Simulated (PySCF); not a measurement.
Isomers of C8H7FS, one GFN2-xTB conformer each. Single-point energies are computed at PBE0/pcSseg-1 (PySCF, gas phase, no added dispersion term), electronic only.

Question: Rank them by PBE0/pcSseg-1 energy, lowest first (kcal/mol).
A. `[CH2:1]=[CH:2]/[CH:3]=[CH:4]\[c:5]1[cH:6][c:7]([F:8])[cH:9][s:10]1` with C1–C2–C3–C4 180°, C3–C4–C5–C6 180°
B. `[CH2:1]=[CH:2][c:3]1[cH:4][cH:5][c:6]([SH:7])[c:8]([F:9])[cH:10]1` with C1–C2–C3–C4 -178°, C5–C6–S7–H 180°
C. `[F:1][C@H:2]1[CH2:3][S:4][c:5]2[cH:6][cH:7][cH:8][cH:9][c:10]21` with F1–C2–C3–S4 143°, C2–C3–S4–C5 -18°, C3–S4–C5–C6 -170°, F1–C2–C10–C9 46°

Answer: C (0.0), B (18.4), A (40.2).

As drawn, the highest has a C=C bond outside aromatic rings, which the lowest lacks. GFN2-xTB itself gives, in the same order: 0.0, 23.2, 42.3. Both levels put the same isomer lowest; measured from each level's own lowest isomer, the values differ by up to 4.8 kcal/mol (C=Cc1ccc(S)c(F)c1: 23.2 against 18.4).

Which frontier levels, dipoles and rotational constants go with these structures?

| SMILES | HOMO (eV, PBE0/pcSseg-1) | LUMO (eV) | dipole (D) | A, B, C (MHz) |
| --- | --- | --- | --- | --- |
| F[C@H]1CSc2ccccc21 | -6.25 | -0.67 | 0.87 | 1775, 1154, 718.8 |
| C=Cc1ccc(S)c(F)c1 | -6.30 | -1.38 | 1.18 | 2691, 683.4, 545.0 |
| C=C/C=C\c1cc(F)cs1 | -6.19 | -1.88 | 1.42 | 3533, 585.2, 502.1 |
